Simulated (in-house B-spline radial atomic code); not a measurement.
Ni¹⁶⁺. Computed with a B-spline radial atomic code. Model: all-electron spherical atom, spin shells full or empty, radial basis limit, no spin-orbit coupling: exact exchange with a local potential (Slater, KLI or optimised effective potential, whose far tail is KLI's), no correlation.

The run also made RPA and GW results, which its time includes.

The Slater potential averages the orbital exchange potentials with the orbital densities as weights, KLI adds orbital constants, and the optimised effective potential minimises the exact-exchange energy among local potentials. So their energies lie above Hartree-Fock in the order OEP, KLI, Slater. All fall off as −1/r, unlike LDA and GGA exchange.

Command:
```bash
python run_gw.py task.json out
```
Settings (nuclear radius in fm, other lengths in bohr, energies in hartree):
```
Z                      28
electrons              12
configuration          [Ne] 3s2
hamiltonian            x2c
method                 slater
lmax                   9
rms_radius             3.7757
spin_polarised         False
box_radius             4.78
intervals              95
ion_configuration      [Ne] 3s1
```

Time taken, with all properties: 8.6 s on 1 thread of Arm Neoverse N1, on a shared host.

Given: hamiltonian one-electron scalar X2C; mean-field start Slater potential.

Computed: energy above Hartree-Fock 81.413 millihartree.

| radius (bohr) | r times exchange potential (hartree bohr) |
| --- | --- |
| 0.00179 | -0.053545 |
| 0.00214 | -0.063955 |
| 0.00257 | -0.076704 |
| 0.00309 | -0.09205 |
| 0.0037 | -0.10995 |
| 0.00444 | -0.13149 |
| 0.00533 | -0.15711 |
| 0.0064 | -0.18743 |
| 0.00768 | -0.22297 |
| 0.00921 | -0.26431 |
| 0.0111 | -0.3135 |
| 0.0133 | -0.36797 |
| 0.0159 | -0.42837 |
| 0.0191 | -0.49665 |
| 0.0229 | -0.56915 |
| 0.0275 | -0.6449 |
| 0.033 | -0.71937 |
| 0.0396 | -0.7878 |
| 0.0475 | -0.84325 |
| 0.057 | -0.87772 |
| 0.0684 | -0.88563 |
| 0.0821 | -0.87891 |
| 0.0985 | -0.89723 |
| 0.118 | ? |
| 0.142 | -1.0957 |
| 0.17 | ? |
| 0.204 | -1.3378 |
| 0.245 | -1.4048 |
| 0.294 | -1.4099 |
| 0.353 | -1.3218 |
| 0.424 | -1.1145 |
| 0.508 | -0.95478 |
| 0.61 | -0.94013 |
| 0.732 | -0.96996 |
| 0.878 | -0.99056 |
| 1.05 | -0.99819 |
| 1.26 | -0.99989 |

(1) What belongs in the row 0.118?

(2) What belongs in the row 0.17?

| occupied | level (hartree) | Hartree-Fock level (hartree) |
| --- | --- | --- |
| 1s | -327.82 | -329.82 |
| 2s | ? | ? |
| 2p | -53.498 | -53.219 |
| 3s | -21.158 | -20.843 |

(3) What belongs in the row 2s?

```tsv
empty	level (hartree)
3p	-19.716
3d	-17.762
4s	?
4p	-10.435
4d	-9.6886
4f	-9.1449
```

(4) What belongs in the row 4s?

Results:

(1) r times exchange potential (hartree bohr): -0.97221.

(2) r times exchange potential (hartree bohr): -1.2265.

(3) level (hartree): -58.254; Hartree-Fock level (hartree): -58.684.

(4) level (hartree): -11.007.

The highest level, 3s, differs from Hartree-Fock by -8.6 eV and the deepest, 1s, by +54.2 eV: the Slater potential lacks the response part and is deeper than the optimised one throughout, so the top level comes too deep.
